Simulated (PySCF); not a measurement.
## Worked example: oscillator strength and radiative lifetime

toluene (C7H8), SMILES Cc1ccccc1.

Coordinates come from a r2SCAN-D4/def2-SVP optimisation.

PySCF with TDA-B3LYP/def2-SVPD puts the first singlet state with f over 0.02 at 6.14 eV (vertical), with the transition dipole (0.365, 0.022, 0.026) in atomic units.

**Question.** Find the oscillator strength, the wavelength and the radiative lifetime that this transition would have in vacuum if emission retraced absorption.

**Answer.** 
|μ|² = 0.1344 au, so |μ| = 0.93 D. ΔE = 6.14/27.211 = 0.2256 hartree. f = (2/3) ΔE |μ|² = 0.020 (the program prints 0.020).
λ = 1239.84/6.14 = 202 nm; ν = 49522 cm⁻¹.
Einstein's coefficient A = 0.6670 ν² f s⁻¹ (ν in cm⁻¹) = 3.3e7 s⁻¹, so τ = 1/A = 30 ns. This state is S2; the lower singlet has f = 0.001. The figure is the radiative limit of this one transition; relaxation, internal conversion, crossing to triplets and a medium change what is measured.
